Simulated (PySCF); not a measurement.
Structure with atom numbers: `[CH3:1][C:2]#[C:3][SiH2:4][O:5][SiH2:6][CH:7]1[CH2:8][CH2:9]1`. Each H is labelled by its parent atom. Ha(C8), Ha(C9) are cis to Si6 on the ring; Hb(C8), Hb(C9) are trans to Si6 on the ring.

- GFN2-xTB structure
- GIAO PBE0/pcSseg-1 shieldings
- program: PySCF 2.14.0 with density-fitted response routines
- relativity neglected, one conformer, averaged over atoms made equivalent by symmetry, fast rotation or ring inversion, no solvent model

Question: List the cross peaks expected in HSQC, COSY and HMBC spectra.

Answer: 

HSQC (one-bond C–H):
```tsv
δH	δC
2.10 (H(C1))	5.9 (C1)
0.67 (Hb(C8)/Hb(C9))	3.6 (C8/C9)
0.34 (H(C7))	-2.4 (C7)
0.14 (Ha(C8)/Ha(C9))	3.6 (C8/C9)
```

COSY cross peaks (H two or three bonds apart, from the bond graph; peaks can be absent where the dihedral angle is near 90°):
```tsv
δH	δH
4.97 (H(Si6))	0.34 (H(C7))
0.67 (Hb(C8)/Hb(C9))	0.34 (H(C7))
0.67 (Hb(C8)/Hb(C9))	0.14 (Ha(C8)/Ha(C9))
0.34 (H(C7))	0.14 (Ha(C8)/Ha(C9))
```

HMBC (two and three bonds, from the bond graph):
```tsv
δH	δC
5.22 (H(Si4))	112.5 (C2), 86.8 (C3)
4.97 (H(Si6))	3.6 (C8/C9), -2.4 (C7)
2.10 (H(C1))	112.5 (C2), 86.8 (C3)
0.67 (Hb(C8)/Hb(C9))	3.6 (C8/C9), -2.4 (C7)
0.34 (H(C7))	3.6 (C8/C9)
0.14 (Ha(C8)/Ha(C9))	3.6 (C8/C9), -2.4 (C7)
```

δ = σ(ref) − σ, references computed at the same level: ¹H and ¹³C against TMS.

Short H···H contacts in this conformer between protons four or more bonds apart (candidates for NOE cross peaks, intensity ∝ r⁻⁶): H(Si6)···Ha(C8) 2.79 Å.

Shifts are as computed. Against solution values, carbons near 30 ppm lie about +3 ppm off and those near 130 ppm about +5 ppm. Of 1211 compounds with measured shifts, 218 miss one by over three times the rms of a fit or turn the order of signals round; such compounds aren't used in these exercises.
